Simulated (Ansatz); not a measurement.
`CB[CH2][AlH2]` → `C[BH][AlH2]` + `[CH2]` (triplet) at 700 K and 1 bar (formal loss of a carbene).

Calculated with Ansatz (gas phase, PBE0-D4/def2-TZVP geometries, no zero-point term in ΔE). CCSD(T)/CBS adds triple-zeta CCSD(T) − MP2 to the extrapolated MP2 energy (def2 sets, frozen cores). This one scheme is used for every species. Triplets are unrestricted, without spin–orbit coupling. Each species was taken in one conformer, which may not be the lowest.

```json
{"species": "`CB[CH2][AlH2]`", "CCSD(T)/CBS energy (Eh)": "-347.72419", "H − E (kJ/mol)": "315.8", "S (J/(mol·K))": "475.7"}
{"species": "`C[BH][AlH2]`", "CCSD(T)/CBS energy (Eh)": "-308.41859", "H − E (kJ/mol)": "225.4", "S (J/(mol·K))": "408.5"}
{"species": "`[CH2]` (triplet)", "CCSD(T)/CBS energy (Eh)": "-39.09499", "H − E (kJ/mol)": "70.4", "S (J/(mol·K))": "226.8"}
```

H − E and S are ideal-gas, rigid-rotor, harmonic terms from PBE0-D4/def2-TZVP, for one conformer and one mirror image of each species, with the whole ground term of open shells counted as degenerate. 1 Eh = 2625.50 kJ/mol, R = 8.31446 J/(mol·K).

**Question.** By hand: ΔE, ΔH, ΔS and ΔG.

**Answer.** ΔE = (-308.41859) + (-39.09499) − (-347.72419) = 0.21061 Eh = 553.0 kJ/mol. Δ(H − E) = 225.4 + 70.4 − 315.8 = -20.0, so ΔH = 533.0 kJ/mol. ΔS = 408.5 + 226.8 − 475.7 = 159.6 J/(mol·K). ΔG = 533.0 − 700 × (159.6)/1000 = 421.3 kJ/mol.

**Question.** By hand: the equilibrium constant, and the temperature at which ΔG would vanish if ΔH and ΔS stayed fixed.

**Answer.** log₁₀ K = −ΔG/(RT ln 10) = -31.4. ΔG = 0 at ΔH/ΔS = 3340 K, far beyond where these terms or the molecules hold.

The number of gas molecules changes by +1, which sets the sign of ΔS. A doubt of 5 kJ/mol in ΔE shifts log₁₀ K by 0.4 here. Other conformers and mirror images would add mixing entropy, several J/(mol·K) or more a flexible species. Modes under 60 cm⁻¹, often nearly free rotors, make the harmonic entropy too high. A triplet takes part, so the spin changes. These are equilibria of isolated gas molecules and say nothing of rates. Largest T1 diagnostic: 0.011 (customary marks: 0.02 for closed shells, 0.045 for open ones).
